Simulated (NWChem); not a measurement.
System: BHOF cation; SMILES B(=[OH+])F

Output (shortened):

```
             Northwest Computational Chemistry Package (NWChem) 7.3.0
             --------------------------------------------------------

                             Geometry "geometry" -> ""
                             -------------------------

 Output coordinates in angstroms (scale by  1.889725989 to convert to a.u.)

  No.       Tag          Charge          X              Y              Z
 ---- ---------------- ---------- -------------- -------------- --------------
    1 O                    8.0000     0.00034000    -1.18630900     0.00000000
    2 B                    5.0000    -0.00018400     0.03828200     0.00000000
    3 F                    9.0000     0.00007700     1.27880700     0.00000000
    4 H                    1.0000    -0.00390100    -2.15523400     0.00000000

 Effective nuclear repulsion energy (a.u.)      58.8991376225

                                 NWChem DFT Module
                                 -----------------

 Summary of "ao basis" -> "ao basis" (spherical)
 ------------------------------------------------------------------------------
       Tag                 Description            Shells   Functions and Types
 ---------------- ------------------------------  ------  ---------------------
 O                          6-31+g*                  8       18   4s3p1d
 B                          6-31+g*                  8       18   4s3p1d
 F                          6-31+g*                  8       18   4s3p1d
 H                          6-31+g*                  2        2   2s

            General Information
            -------------------
          SCF calculation type: DFT
          Wavefunction type:  closed shell.
          No. of atoms     :     4
          No. of electrons :    22
           Alpha electrons :    11
            Beta electrons :    11
          Charge           :     1
          Spin multiplicity:     1
          Use of symmetry is: off; symmetry adaption is: off
          Maximum number of iterations: 150
          AO basis - number of functions:    56
                     number of shells:    26
          Convergence on energy requested:  1.00D-06
          Convergence on density requested:  1.00D-05
          Convergence on gradient requested:  5.00D-04

              XC Information
              --------------
                         PBE0 Method XC Functional
                     Hartree-Fock (Exact) Exchange  0.250
          PerdewBurkeErnzerhof Exchange Functional  0.750
            Perdew 1991 LDA Correlation Functional  1.000 local
           PerdewBurkeErnz. Correlation Functional  1.000 non-local

             Grid Information
             ----------------
          Grid used for XC integration:  medium
          Radial quadrature: Mura-Knowles
          Angular quadrature: Lebedev.
          Tag              B.-S. Rad. Rad. Pts. Rad. Cut. Ang. Pts.
          ---              ---------- --------- --------- ---------
          O                   0.60       49           9.0       434
          B                   0.85       49          10.0       434
          F                   0.50       49          10.0       434
          H                   0.35       45          10.0       434
          Grid pruning is: on
          Number of quadrature shells:   192
          Spatial weights used:  Erf1

      Superposition of Atomic Density Guess
      -------------------------------------

 Sum of atomic energies:        -199.16312815

 Renormalizing density from      23.00 to     22

      Non-variational initial energy
      ------------------------------

 Total energy =    -194.414020
 1-e energy   =    -373.766816
 2-e energy   =     120.453658
 HOMO         =      -1.013460
 LUMO         =      -0.369872

   convergence    iter        energy       DeltaE   RMS-Dens  Diis-err
 ---------------- ----- ----------------- --------- --------- ---------
 d= 0,ls=0.0,diis     1   -199.8051006459 -2.59D+02  2.83D-02  2.93D+00
 d= 0,ls=0.0,diis     2   -199.4990298685  3.06D-01  1.73D-02  6.57D+00
 d= 0,ls=0.0,diis     3   -200.0540801724 -5.55D-01  1.47D-03  1.77D-02
 d= 0,ls=0.0,diis     4   -200.0559174253 -1.84D-03  3.82D-04  1.63D-03
 d= 0,ls=0.0,diis     5   -200.0560435162 -1.26D-04  1.38D-04  3.59D-04
  Resetting Diis
 d= 0,ls=0.0,diis     6   -200.0560762244 -3.27D-05  1.58D-05  5.32D-06
 d= 0,ls=0.0,diis     7   -200.0560766249 -4.00D-07  6.15D-06  1.43D-07

         Total DFT energy =     -200.056076624873
      One electron energy =     -385.481302331623
           Coulomb energy =      149.543861457740
    Exchange-Corr. energy =      -23.017773373510
 Nuclear repulsion energy =       58.899137622519

 Numeric. integr. density =       21.999998384666

                       DFT Final Molecular Orbital Analysis
                       ------------------------------------

 Vector    9  Occ=2.000000D+00  E=-8.171816D-01
              MO Center= -1.2D-05,  8.8D-01,  6.7D-09, r^2= 1.1D+00
   Bfn.  Coefficient  Atom+Function         Bfn.  Coefficient  Atom+Function
  ----- ------------  ---------------      ----- ------------  ---------------
    39      0.586289  3 F  px                43      0.358949  3 F  px
    21      0.241549  2 B  px                 3      0.191763  1 O  px
     7      0.109844  1 O  px                50     -0.033940  3 F  d -2
    47      0.032518  3 F  px                25      0.026730  2 B  px

 Vector   10  Occ=2.000000D+00  E=-7.260015D-01
              MO Center=  7.0D-04, -7.5D-01,  1.1D-09, r^2= 1.3D+00
   Bfn.  Coefficient  Atom+Function         Bfn.  Coefficient  Atom+Function
  ----- ------------  ---------------      ----- ------------  ---------------
     3      0.586897  1 O  px                 7      0.373944  1 O  px
    39     -0.276317  3 F  px                43     -0.172367  3 F  px
    21      0.152395  2 B  px                32     -0.060477  2 B  d -2
    11      0.044610  1 O  px

 Vector   11  Occ=2.000000D+00  E=-7.260008D-01
              MO Center=  2.0D-04, -7.5D-01, -1.2D-09, r^2= 1.3D+00
   Bfn.  Coefficient  Atom+Function         Bfn.  Coefficient  Atom+Function
  ----- ------------  ---------------      ----- ------------  ---------------
     5      0.586899  1 O  pz                 9      0.373945  1 O  pz
    41     -0.276317  3 F  pz                45     -0.172367  3 F  pz
    23      0.152397  2 B  pz                33     -0.060477  2 B  d -1
    13      0.044608  1 O  pz

[...]

                                NWChem TDDFT Module
                                -------------------

            General Information
            -------------------
           No. of orbitals :     112
            Alpha orbitals :      56
             Beta orbitals :      56
        Alpha frozen cores :       0
         Beta frozen cores :       0
     Alpha frozen virtuals :       0
      Beta frozen virtuals :       0
         Spin multiplicity :       1
    Number of AO functions :      56
        Use of symmetry is : off
      Symmetry adaption is : off
         Schwarz screening :  0.10D-07

              XC Information
              --------------
                  PBE0 Method XC Functional
              Hartree-Fock (Exact) Exchange   0.25
   PerdewBurkeErnzerhof Exchange Functional   0.75
     Perdew 1991 LDA Correlation Functional   1.00 local
    PerdewBurkeErnz. Correlation Functional   1.00 non-local

             TDDFT Information
             -----------------
          Calculation type : TDDFT
         Wavefunction type : Restricted singlets & triplets
          No. of electrons :      22
           Alpha electrons :      11
            Beta electrons :      11
              No. of roots :       8
          Max subspacesize :    5600
            Max iterations :     100
               Target root :       1
           Target symmetry : none
      Symmetry restriction : off
                 Algorithm : Optimal
        Davidson threshold :  0.10D-03

    8 smallest eigenvalue differences (eV)
--------------------------------------------------------
  No. Spin  Occ  Vir  Irrep   E(Occ)    E(Vir)   E(Diff)
--------------------------------------------------------
    1    1   11   12 a        -0.726    -0.263    12.610
    2    1   10   12 a        -0.726    -0.263    12.610
    3    1   11   13 a        -0.726    -0.232    13.451
    4    1   10   13 a        -0.726    -0.232    13.451
    5    1   11   14 a        -0.726    -0.232    13.451
    6    1   10   14 a        -0.726    -0.232    13.451
    7    1    9   12 a        -0.817    -0.263    15.091
    8    1    8   12 a        -0.817    -0.263    15.091
--------------------------------------------------------

  Entering Davidson iterations
  Restricted singlet excited states

  Iter   NTrls   NConv    DeltaV     DeltaE      Time
  ----  ------  ------  ---------  ---------  ---------
    1      8       0     0.58E+00   0.10+100        6.6
    2     24       0     0.14E+00   0.77E-01        9.9
    3     40       0     0.12E+00   0.19E-01       10.3
    4     56       0     0.54E-01   0.12E-01       10.6
    5     72       1     0.42E-02   0.19E-02       10.4
    6     86       3     0.10E-02   0.78E-05        9.1
    7     96       5     0.45E-03   0.30E-06        7.7
    8    102       6     0.17E-03   0.31E-07        6.7
    9    106       8     0.75E-04   0.38E-08        6.6
  ----  ------  ------  ---------  ---------  ---------
  Convergence criterion met

  Ground state a        -200.056076624873 a.u.

  ----------------------------------------------------------------------------
  Root   1 singlet a              0.392596863 a.u.               10.6831 eV
  ----------------------------------------------------------------------------
     Transition Moments    X -0.00000   Y -0.00000   Z  0.27609
     Dipole Oscillator Strength                    0.0199504115
     Electric Quadrupole                           0.0000001843
     Magnetic Dipole                               0.0000013456
     Total Oscillator Strength                     0.0199519414

     Occ.   11  a   ---  Virt.   12  a   -0.99558 X
     Occ.   11  a   ---  Virt.   18  a    0.05189 X
  ----------------------------------------------------------------------------
  Root   2 singlet a              0.392597576 a.u.               10.6831 eV
  ----------------------------------------------------------------------------
     Transition Moments    X -0.27609   Y -0.00034   Z -0.00000
     Dipole Oscillator Strength                    0.0199503601
     Electric Quadrupole                           0.0000001843
     Magnetic Dipole                               0.0000013457
     Total Oscillator Strength                     0.0199518900

     Occ.   10  a   ---  Virt.   12  a    0.99558 X
     Occ.   10  a   ---  Virt.   18  a   -0.05189 X
  ----------------------------------------------------------------------------
  Root   3 singlet a              0.399628725 a.u.               10.8745 eV
  ----------------------------------------------------------------------------
     Transition Moments    X -0.00000   Y  0.00000   Z  0.00042
     Dipole Oscillator Strength                    0.0000000463
     Electric Quadrupole                           0.0000000000
     Magnetic Dipole                               0.0000000000
     Total Oscillator Strength                     0.0000000463

     Occ.   10  a   ---  Virt.   14  a   -0.70554 X
     Occ.   11  a   ---  Virt.   13  a    0.70584 X
  ----------------------------------------------------------------------------
  Root   4 singlet a              0.405877324 a.u.               11.0445 eV
  ----------------------------------------------------------------------------
     Transition Moments    X  0.00150   Y -0.00001   Z -0.00000
     Dipole Oscillator Strength                    0.0000006083
     Electric Quadrupole                           0.0000000132
     Magnetic Dipole                               0.0000000000
     Total Oscillator Strength                     0.0000006215

     Occ.   10  a   ---  Virt.   13  a    0.70565 X
     Occ.   11  a   ---  Virt.   14  a   -0.70564 X
  ----------------------------------------------------------------------------
  Root   5 singlet a              0.405877363 a.u.               11.0445 eV
  ----------------------------------------------------------------------------
     Transition Moments    X  0.00000   Y -0.00000   Z  0.00150
     Dipole Oscillator Strength                    0.0000006084
     Electric Quadrupole                           0.0000000132
     Magnetic Dipole                               0.0000000000
     Total Oscillator Strength                     0.0000006216

     Occ.   10  a   ---  Virt.   14  a    0.70580 X
     Occ.   11  a   ---  Virt.   13  a    0.70549 X
  ----------------------------------------------------------------------------
  Root   6 singlet a              0.482871771 a.u.               13.1396 eV
  ----------------------------------------------------------------------------
     Transition Moments    X  0.47636   Y  0.00485   Z -0.00002
     Dipole Oscillator Strength                    0.0730550727
     Electric Quadrupole                           0.0000000035
     Magnetic Dipole                               0.0000000623
     Total Oscillator Strength                     0.0730551385

     Occ.    9  a   ---  Virt.   12  a   -0.83332 X
     Occ.    9  a   ---  Virt.   18  a    0.05764 X
     Occ.   10  a   ---  Virt.   15  a    0.53649 X
     Occ.   10  a   ---  Virt.   19  a    0.07184 X
  ----------------------------------------------------------------------------
  Root   7 singlet a              0.482872037 a.u.               13.1396 eV
  ----------------------------------------------------------------------------
     Transition Moments    X  0.00002   Y  0.00000   Z  0.47637
     Dipole Oscillator Strength                    0.0730506079
     Electric Quadrupole                           0.0000000035
     Magnetic Dipole                               0.0000000623
     Total Oscillator Strength                     0.0730506738

     Occ.    8  a   ---  Virt.   12  a   -0.83333 X
     Occ.    8  a   ---  Virt.   18  a    0.05764 X
     Occ.   11  a   ---  Virt.   15  a    0.53649 X
     Occ.   11  a   ---  Virt.   19  a    0.07184 X
  ----------------------------------------------------------------------------
  Root   8 singlet a              0.489578613 a.u.               13.3221 eV
  ----------------------------------------------------------------------------
     Transition Moments    X  0.00000   Y  0.00000   Z -0.00229
     Dipole Oscillator Strength                    0.0000017108
     Electric Quadrupole                           0.0000000000
     Magnetic Dipole                               0.0000000000
     Total Oscillator Strength                     0.0000017108

     Occ.    8  a   ---  Virt.   13  a   -0.70547 X
     Occ.    9  a   ---  Virt.   14  a    0.70523 X

              Target root =      1
          Target symmetry = none
      Ground state energy =   -200.056076624873
        Excitation energy =      0.392596862959
     Excited state energy =   -199.663479761914

  stored tddft:energy   -199.66347976191435

    8 smallest eigenvalue differences (eV)
--------------------------------------------------------
  No. Spin  Occ  Vir  Irrep   E(Occ)    E(Vir)   E(Diff)
--------------------------------------------------------
    1    1   11   12 a        -0.726    -0.263    12.610
    2    1   10   12 a        -0.726    -0.263    12.610
    3    1   11   13 a        -0.726    -0.232    13.451
    4    1   10   13 a        -0.726    -0.232    13.451
    5    1   11   14 a        -0.726    -0.232    13.451
    6    1   10   14 a        -0.726    -0.232    13.451
    7    1    9   12 a        -0.817    -0.263    15.091
    8    1    8   12 a        -0.817    -0.263    15.091
--------------------------------------------------------

  Entering Davidson iterations
  Restricted triplet excited states

[...]
```

Level: PBE0/6-31+G* (spherical d), full TDDFT. Structure relaxed at the PBE0/def2-SVP level.

Write an input that gives this output.

This is not unique; one that fits is the input that was run:
```
start job
memory heap 200 mb stack 700 mb global 900 mb
charge 1
geometry units angstroms noautosym nocenter noautoz
  O      0.000340    -1.186309     0.000000
  B     -0.000184     0.038282     0.000000
  F      0.000077     1.278807     0.000000
  H     -0.003901    -2.155234     0.000000
end
basis spherical
  * library 6-31+g*
end
dft
  xc pbe0
  iterations 150
end
tddft
  nroots 8
end
task tddft energy
```
